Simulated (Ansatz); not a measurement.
Born–Oppenheimer molecular dynamics of H8N4Si (13 atoms, charge 0, multiplicity 1). It starts from a relaxed structure.

Method: RKS r2SCAN-D4/6-31G (Ansatz).

```
ensemble                      : NVE (velocity Verlet)
time step                     : 0.5 fs
steps asked                   : 100
starting velocities drawn for : 500 K
seed                          : 237487
```

First frame:

```xyz
13
Properties=species:S:1:pos:R:3
Si 0.001 -0.001 0.000
N 0.085 -0.258 1.735
H -0.691 -0.634 2.259
H 0.804 0.166 2.301
N 1.694 0.181 -0.426
H 2.425 -0.313 0.064
H 1.982 0.594 -1.300
N -0.728 1.386 -0.793
H -1.721 1.443 -0.959
H -0.235 2.259 -0.903
N -1.049 -1.310 -0.515
H -1.066 -2.199 -0.039
H -1.496 -1.312 -1.420
```

How far do the bonds stretch over the last three quarters of this one trajectory? (Pairs bonded in most of those frames.)


| bond | mean (Å) | spread (Å) | shortest | longest |
| --- | --- | --- | --- | --- |
| Si1–N2 | 1.762 | 0.022 | 1.72 | 1.79 |
| Si1–N5 | 1.759 | 0.014 | 1.73 | 1.78 |
| Si1–N8 | 1.755 | 0.016 | 1.73 | 1.79 |
| Si1–N11 | 1.759 | 0.024 | 1.73 | 1.79 |
| N2–H3 | 1.018 | 0.050 | 0.94 | 1.09 |
| N2–H4 | 1.011 | 0.022 | 0.97 | 1.05 |
| N5–H6 | 1.014 | 0.035 | 0.95 | 1.07 |
| N5–H7 | 1.014 | 0.030 | 0.97 | 1.06 |
| N8–H9 | 1.015 | 0.038 | 0.96 | 1.07 |
| N8–H10 | 1.017 | 0.048 | 0.95 | 1.09 |
| N11–H12 | 1.009 | 0.010 | 0.99 | 1.03 |
| N11–H13 | 1.010 | 0.023 | 0.98 | 1.04 |

Mean temperature of the second half: 237 K. The conserved energy stayed within 1.2 meV per atom of its start (net change 0.39 meV per atom), so the integration is sound. A run of 0.05 ps of so small a system gives no equilibrium averages. Limits of this set-up: no polarisation functions.

Run time: 4.8 min on 1 thread of Intel(R) Xeon(R) 6975P-C (Granite Rapids), with other jobs on the host, peak memory 0.17 GiB.
